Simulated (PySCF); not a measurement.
InBr₂, SMILES [Br][In+][Br], charge +1. Atoms are numbered in the order given.

```xyz
3

In     0.0000     0.0000     0.0000
Br     0.0000     0.0000    -2.3957
Br     0.0000     0.0000     2.3957
```
Charge +1, spin multiplicity 1.

Coordinates come from a B3LYP-D3(BJ)/def2-SVP optimisation. The multiplicity is an assumed one; other spin states were not compared. The isomer is the one that the SMILES or the coordinates give; other isomers of the formula were not compared. The def2 effective core potentials stand for the cores of In; spin–orbit coupling is left out.

The numbers are results of PBE/def2-TZVPD (PySCF), not measurements.

Isolated molecule, no solvent.

```
Quantity                                                           Result
------------------------------------------------  -----------------------
total energy                                          -5337.48978 hartree
point group                                                           D∞h
highest occupied level                                          -12.87 eV
lowest empty level                                               -9.97 eV
orbital gap                                                       2.90 eV
dipole moment about the centre of nuclear charge                   0.00 D
mean static polarisability                          75.1 bohr³ (11.12 Å³)
polarisability, principal values                  50.2, 50.2, 124.9 bohr³
```
